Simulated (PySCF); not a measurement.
PySCF 2.14 output of an unrestricted TPSSh calculation on a single atom or ion in aug-cc-pVQZ-PP with ECP28MDF, with scalar relativity through the core potential:

```
SCF conv_tol = 1e-09
number electrons alpha = 11  beta = 10
    V. N. Staroverov, G. E. Scuseria, J. Tao, and J. P. Perdew.,  J. Chem. Phys. 119, 12129 (2003)
cycle= 1 E= -239.196022823825  delta_E= -0.00709  |g|= 0.0367  |ddm|= 0.681
cycle= 2 E= -239.196154398261  delta_E= -0.000132  |g|= 0.025  |ddm|= 0.145
cycle= 3 E= -239.196277434527  delta_E= -0.000123  |g|= 0.00104  |ddm|= 0.0561
cycle= 4 E= -239.196277767742  delta_E= -3.33e-07  |g|= 8.53e-05  |ddm|= 0.00311
cycle= 5 E= -239.196277770631  delta_E= -2.89e-09  |g|= 3.19e-06  |ddm|= 0.000241
cycle= 6 E= -239.196277770637  delta_E= -5.68e-12  |g|= 1.24e-07  |ddm|= 7.2e-06
converged SCF energy = -239.196277770637  <S^2> = 0.75224111  2S+1 = 2.0022399
```

The run itself started from symmetry-adapted Hartree-Fock orbitals and held the occupation by maximum overlap, on a logarithmic radial grid, so the iterations belong to that start.

Task: Which element, charge and spin multiplicity is this?

Result: Sb²⁺ (antimony, charge +2), multiplicity 2; the state was [Kr] 4d10 5s2 5p1, 2P determinant.

Energies and moments cover only the electrons outside the core potential.
